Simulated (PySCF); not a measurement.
# Bond lengths and vibrations by method: BClGeH3O cation

All numbers below are calculated, not measured. The program is PySCF 2.14.0, an open-source quantum chemistry code, run on an isolated molecule that a program drew, which may never have been made. The molecule is BClGeH3O cation (charge +1, singlet), drawn as the SMILES string `O[B+][GeH2][Cl]`.

The geometry was optimised and harmonic frequencies were computed with HF and MP2, all in the cc-pV(D+d)Z basis, for the commonest isotopes, with a restricted reference for singlets and an unrestricted one otherwise, and a frozen core in MP2. Germanium has the cc-pVDZ-PP basis, with a core potential (ECP10MDF) in place of its 10 inner electrons, and its 3s, 3p and 3d shells are frozen in MP2. Each result is a local minimum of its method.

Geometry at the HF minimum:
```xyz
7
BClGeH3O cation, angstrom
O    -1.6372   -0.6523    0.0416
B    -0.5380   -0.2838    0.4630
Ge    1.3756    0.3878    1.1818
Cl    1.9652   -1.3292    2.2928
H    -2.2733   -1.3636    0.0298
H     2.2148    0.5910   -0.0564
H     1.0729    1.5727    2.0667
```

Lengths of the bonds as drawn, in Å (atoms numbered as above):
| bond | HF | MP2 |
|---|---|---|
| O1-B2 | 1.234 | 1.246 |
| B2-Ge3 | 2.152 | 2.138 |
| Ge3-Cl4 | 2.128 | 2.132 |
| O1-H5 | 0.954 | 0.972 |
| Ge3-H6 | 1.510 | 1.518 |
| Ge3-H7 | 1.510 | 1.518 |

Rotational constants, in GHz:
| constant | HF | MP2 |
|---|---|---|
| A | 5.414 | 5.355 |
| B | 1.992 | 2.003 |
| C | 1.486 | 1.487 |

Harmonic frequencies in cm^-1, each column in rising order, so a row needn't be the same motion in every method:
| rank | HF | MP2 |
|---|---|---|
| 1 | 87 | 77 |
| 2 | 109 | 101 |
| 3 | 256 | 230 |
| 4 | 325 | 238 |
| 5 | 357 | 336 |
| 6 | 412 | 354 |
| 7 | 467 | 461 |
| 8 | 555 | 521 |
| 9 | 685 | ? |
| 10 | 803 | 755 |
| 11 | 915 | 860 |
| 12 | 1836 | 1781 |
| 13 | 2335 | 2267 |
| 14 | 2347 | 2286 |
| 15 | 4042 | 3811 |

**Estimate the missing MP2 frequency from the HF column.**

A single factor s that minimises the squared misfit of MP2 against s times HF over the other rows is sum(HF x MP2) / sum(HF^2) = 0.9543, with an rms misfit of 32 cm^-1. For rank 9 it gives 0.9543 x 685 = 654 cm^-1. The calculation gives 651 cm^-1, 3 cm^-1 below the estimate. The drawn bonds are on average 0.6 % longer in MP2 than in HF.
